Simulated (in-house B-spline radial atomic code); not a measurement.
**CAM-B3LYP excitations of the antimony ion Sb⁵⁺**

Method: CAM-B3LYP. Computed with an all-electron radial atomic-structure program (B-spline basis): linear response of the closed shell [Kr] 4d10 with the functional's adiabatic kernel; scalar-relativistic (spin-free one-electron X2C), finite nucleus, no spin-orbit coupling, no double excitations, S, P, D and F terms only; shells from n = 2 respond. Only terms of natural parity with L up to 3 were computed.

Command:
```bash
python run_td.py task.json out
```
Settings (radii: box in bohr, nucleus in fm):
```
Z                        51
electrons                46
configuration            [Kr] 4d10
hamiltonian              x2c
method                   camb3lyp
box_radius               16.35
rms_radius               4.6802
intervals                70
```

Cost of the run: 4.1 s on 1 thread of Intel(R) Xeon(R) Platinum 8259CL CPU @ 2.50GHz (Skylake/Cascade Lake), with other jobs on the host.

The lowest states, in the order of their Tamm-Dancoff energies; the method's threshold (minus the highest occupied level) is 94.01 eV. Labels give the largest channel, * marks a mixed state, and oscillator strengths are full-response dipole values. Semilocal kernels can invert the small singlet-triplet splittings of Rydberg terms. Energies in eV:

| state | full response | Tamm-Dancoff | oscillator strength |
| --- | --- | --- | --- |
| 4d → 5s 3D | 28.326 | 28.343 | - |
| 4d → 5s 1D | 29.184 | 29.198 | - |
| 4d → 5p 3P | 39.64 | 39.66 | - |
| 4d → 5p 3F | 39.89 | 39.90 | - |
| 4d → 5p 1F | 40.44 | 40.45 | - |
| 4d → 5p 1P | 41.39 | 41.47 | 0.891 |
| 4d → 5d 3S | 55.60 | 55.62 | - |
| 4d → 5d 3D | 56.18 | 56.19 | - |
| 4d → 5d 1D | 56.68 | 56.70 | - |
| 4d → 4f 3P | 58.93 | 58.96 | - |
| 4d → 4f 3F | 59.79 | 59.81 | - |
| 4d → 5d 1S | 60.14 | 60.58 | - |
| 4d → 6s 3D | 60.80 | 60.80 | - |
| 4d → 6s 1D | 61.00 | 61.00 | - |
| 4d → 4f 1F | ? | ? | - |
| 4d → 4f 1P* | 64.98 | 65.24 | 1.7 |
| 4d → 6p 3P | 65.28 | 65.29 | - |
| 4d → 6p 3F | 65.36 | 65.36 | - |
| 4d → 6p 1F | 65.50 | 65.50 | - |
| 4d → 6p 1P* | 66.02 | 66.17 | 1.4 |
| 4d → 6d 3S | ? | ? | - |
| 4d → 6d 3D | 72.07 | 72.07 | - |

Task: Where does 4d → 4f 1F lie?

Result: At 61.12 eV in full response, 61.14 eV in Tamm-Dancoff.

Task: Where does 4d → 6d 3S lie?

Result: At 71.81 eV in full response, 71.82 eV in Tamm-Dancoff.

Task: How large is the singlet-triplet splitting of 4d → 5s (D terms) in Tamm-Dancoff?

Result: 0.856 eV, from the unrounded values.

Task: What polarisabilities and dispersion coefficient does the method give?

Result: Dipole 1.756 bohr³, quadrupole 3.017 bohr⁵, C6 6.046 hartree·bohr⁶ for two such species.
